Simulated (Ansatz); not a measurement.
`F[Si](F)([SeH])[SeH]` + `OC1(F)CC1` → `OC1([SeH])CC1` + `F[Si](F)(F)[SeH]`  (formal exchange of groups at the Se–Si bond)

Program: Ansatz. Geometries: PBE0-D4/def2-TZVP. ΔE: electronic, gas phase. CCSD(T)/CBS adds triple-zeta CCSD(T) − MP2 to the extrapolated MP2 energy (def2 sets, frozen cores). DFT in def2-TZVPP. B3LYP here is the variant with VWN-RPA as its local correlation; programs differ in this. For Se outer-core shells are correlated without core-valence functions, which leaves a few kJ/mol of doubt a bond. Scalar relativity is left out up to krypton. Each species was taken in one conformer, which may not be the lowest.

```csv
level,ΔE (kJ/mol),difference from CCSD(T)/CBS
PBE-D4,-83.6,23.4
r2SCAN-D4,-93.4,13.6
PBE0-D4,-86.5,20.5
B3LYP-D4,-94.8,12.2
ωB97X-V,-92.6,14.4
ωB97M-V,-94.8,12.2
B2PLYP,-103.0,4.0
PBE,-83.2,23.8
r2SCAN,-93.2,13.8
PBE0,-86.4,20.6
B3LYP,-94.2,12.8
HF/def2-TZVPP,-98.7,8.3
MP2/def2-TZVPP,-117.6,-10.6
SCS-MP2/def2-TZVPP,-115.7,-8.7
CCSD/def2-TZVPP,-108.0,-1.0
CCSD(T)/def2-TZVPP,-108.1,-1.1
HF/def2-QZVPP,-102.0,5.0
MP2/def2-QZVPP,-118.1,-11.1
SCS-MP2/def2-QZVPP,-116.6,-9.6
HF/CBS(def2),-102.5,4.5
MP2/CBS(def2),-116.4,-9.4
CCSD/CBS(def2),-106.8,0.2
CCSD(T)/CBS,-107.0,0
```

Largest T1 diagnostic among the species: 0.011.

From PBE to PBE0 (25 % exact exchange), in def2-TZVPP and without D4, ΔE moves by −3.1 kJ/mol. In def2-TZVPP, CCSD(T) changes the Hartree–Fock value by −9.4 kJ/mol (the triples alone add −0.2 kJ/mol) and MP2 by −18.9 kJ/mol.
